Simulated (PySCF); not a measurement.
Al(H)(NCO)(OH) (CH2AlNO2), SMILES O=C=[N][AlH][OH].

The structure is a stationary point at PBE0-D3(BJ)/def2-SVP. One conformer was computed; it need not be the lowest.

Calculation: PBE0-D3(BJ)/def2-SVP run with PySCF.

Frequencies are harmonic and unscaled.

| mode | ν (cm⁻¹) | IR (km/mol) | moving atoms (share of kinetic energy) |
|---|---|---|---|
| 1 | 74 | 1.0 | O 51 %, N 39 % |
| 2 | 109 | 2.3 | N 63 %, O 22 %, H 9 % |
| 3 | 246 | 38.0 | N 31 %, O 28 %, Al 20 %, H 16 % |
| 4 | 384 | 223.9 | H 77 %, O 14 % |
| 5 | 505 | 87.8 | H 81 %, Al 16 % |
| 6 | 517 | 61.7 | H 47 %, O 33 %, Al 11 % |
| 7 | 579 | 147.8 | H 37 %, Al 34 %, O 17 % |
| 8 | 641 | 36.8 | C 70 %, N 15 %, O 14 % |
| 9 | 651 | 41.9 | C 71 %, N 15 %, O 14 % |
| 10 | 690 | 295.0 | H 86 %, Al 8 % |
| 11 | 901 | 133.4 | O 50 %, Al 42 % |
| 12 | 1522 | 34.9 | N 57 %, O 41 % |
| 13 | 2035 | 132.4 | H 96 % |
| 14 | 2458 | 1438.6 | C 70 %, N 17 %, O 12 % |
| 15 | 3992 | 111.9 | H 94 % |
